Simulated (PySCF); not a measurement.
Gas-phase equilibrium of 1 mol NaCl, 69 mol H₂O at 1200 K and 0.00133 bar, among 21 species (ClO, O₂, HCl, O, HO₂, H₂O, H, HOCl, Na, H₂O₂, O₃, Na₂, H₂, Na₂(OH)₂, NaCl, NaOH, Cl, Cl₂, Na₂O, Na₂Cl₂, OH). Only gases are allowed; each row takes one source of thermochemistry for all species, and Cantera finds the minimum.

Computed with PySCF and rigid-rotor harmonic-oscillator thermochemistry at 1 bar. Table values come from the NASA 1993 polynomials. After a fit of one offset per element over all species, the range-separated, M06-2X, PBE0/def2-QZVP and CCSD(T)/def2-TZVPP enthalpies, where run, lie to one side of the table for NaOH (+16 kJ/mol): a fault of the table's entry, another state or a shared error of the levels is possible; this was not checked at source. S°(298 K) at PBE0/def2-TZVP differs from the NASA 1993 table for NaOH (+8 J/mol/K); whether the harmonic model or the table's entry is off was not settled. † marks an energy on the PBE0/def2-TZVP geometry and frequencies. Open shells (unrestricted) among the columns below: O₂ (multiplicity 3), Na (multiplicity 2); the rest are closed-shell singlets. The harmonic model lacks anharmonicity and excited electronic states, which grow with temperature; levels with a mode under 35 cm⁻¹ are left out. Soft modes under 120 cm⁻¹ make the harmonic entropy rough for Na₂Cl₂. The table's entry may be an old estimate for NaOH, Na₂Cl₂ (not checked at source).

Molecules larger than those listed are left out. Table species left out: NaH, NaO.

With table thermochemistry: H₂O 0.99, NaCl 0.014, H₂ 6.1e-5, O₂ 3.2e-5, HCl 0.00017, NaOH 0.00016, Na 1.1e-5, Na₂Cl₂ 3.2e-5.

Task: How far does the composition move with the other sources (BLYP/def2-TZVP†, PBE/def2-TZVP†, r2SCAN/def2-TZVP†, ωB97X-V/def2-TZVP†)?

Result: 
```csv
thermochemistry,x H₂O,x NaCl,x H₂,x O₂,x HCl,x NaOH,x Na,x Na₂Cl₂
table,0.99,0.014,6.1e-5,3.2e-5,0.00017,0.00016,1.1e-5,3.2e-5
BLYP/def2-TZVP†,0.98,0.014,0.0012,0.00065,0.00038,0.00026,0.00012,9.4e-6
PBE/def2-TZVP†,0.98,0.014,0.00064,0.00037,0.00036,0.00017,0.00019,2.3e-5
r2SCAN/def2-TZVP†,0.98,0.014,0.00067,0.00034,0.00021,0.00016,5.0e-5,5.2e-5
ωB97X-V/def2-TZVP†,0.98,0.014,0.00041,0.00021,0.00020,0.00016,3.6e-5,6.5e-5
```
The most sensitive of these is O₂: it spans a factor of 10^1.3 over these rows; at this temperature one factor of ten is RT ln 10 = 23 kJ/mol.
